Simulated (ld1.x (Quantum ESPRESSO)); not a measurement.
**Before and after: TM potential for germanium**

- Element: Ge
- Generator: ld1.x (Quantum ESPRESSO) 7.5
- Type: norm-conserving Troullier–Martins (Kleinman–Bylander form)
- Functional: revPBE
- Relativity: scalar-relativistic
- Frozen core: [Ne] 3s2
- Valence charge: 20
- Reference configuration: 3p6 3d10 4s2 4p2
- Partial waves: 4s (bound): rc 1.90 bohr; 3d (bound): rc 0.80 bohr; 3p (bound): rc 0.80 bohr
- Local potential: the p channel
- Core correction: none

Occupied shells without a wave of their own: 4p. They enter only through the test configuration that unscreens the potential.

Change: core correction a·sin(br)/r model core inside 0.52 bohr (4p counted twice).

Cutoffs: the cutoffs (Ry, on a coarse ladder) from which the occupation-weighted sum of valence levels, in a spherical-Bessel basis at the reference potential, stays within 10 and 1 mRy of its value at 400 Ry; they do not see the model core or the augmentation charge, which bear on the density cutoff. Errors are all-electron minus pseudo energies relative to the spin-unpolarised reference configuration.

What does the change do?

Both files keep a bound ghost (s); of the 7 tests that both files solve, the error grows in 5 and shrinks in 2 by more than 15 % and 0.3 meV (median size 60.6 → 158.2 meV). In the changed file ld1.x takes every shell without a wave as core, so the model core holds the 4p electrons as well and exchange and correlation see them twice. This cancels in the reference configuration, but the file is broken for other ones, and its errors say nothing about a proper core correction. A model core, the more so a compact one, raises the density cutoff, which this test does not measure.

```tsv
quantity	base	changed
cutoff, loose	over 300 Ry	over 300 Ry
cutoff, tight	over 300 Ry	over 300 Ry
bound ghosts	s	s
error for 3p6 3d10 4s2 4p1, meV [ΔE 7.39 eV]	-55	-158
error for 3p6 3d10 4s2 4p0, meV [ΔE 22.74 eV]	-143	-617
error for 3p6 3d10 4s1 4p0, meV [ΔE 57.36 eV]	-193	-1222
error for 3p6 3d10 4s0 4p0, meV [ΔE 103.46 eV]	-272	-2005
error for 3p6 3d10 4s2 4p1.5, meV [ΔE 2.78 eV]	-23	-47
error for 3p6 3d10 4s2 4p2.3, meV [ΔE -0.87 eV]	+9.8	+2.6
error for 3p6 3d10 4s0 4p4, meV [ΔE 16.13 eV]	+61	+19
s: phases at 2.04 bohr within 0.05 rad from the reference energy up to (Ry; the scan ends near 5)	4.3	4.3
p: phases at 2.04 bohr within 0.05 rad from the reference energy up to (Ry; the scan ends near 5)	n/a	n/a
d: phases at 2.04 bohr within 0.05 rad from the reference energy up to (Ry; the scan ends near 5)	to the end of the scan	to the end of the scan
```

Base: The 4p level has no wave, so the channel is fitted at the deeper level alone: the likely source of the large errors. A true bound ghost makes a file unfit for plane-wave use even where its test errors are small: the radial tests pick states by their node count and pass the ghost by.
